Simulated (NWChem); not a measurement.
**Total energies of arsine (H$_{3}$As)**

SMILES: [AsH3]
```xyz
4

As     0.0010     0.0726     0.0000
H     -0.6465    -0.7900     1.1000
H     -0.6465    -0.7900    -1.1000
H      1.2585    -0.8174     0.0000
```
Charge 0, spin multiplicity 1.

All runs are NWChem calculations. Structure: optimised with PBE/def2-SVP, a minimum by its harmonic frequencies.

Basis set: def2-SVP (47 functions).

```tsv
method	total energy (Ha)
RHF	-2235.64982
MP2	-2235.90031
B2PLYP	-2236.99158
PBE	-2237.03797
B3LYP	-2237.43004
M06-2X	-2237.38430
CCSD(T)	-2235.92446
```

Total energies of different functionals aren't comparable as a measure of quality: only differences taken within one method are. 

The Hamiltonian is non-relativistic. The correlated methods keep 9 core orbitals frozen. B3LYP has NWChem's definition, with VWN1-RPA local correlation. Coupled-cluster values serve here as a point of comparison, not as the truth.
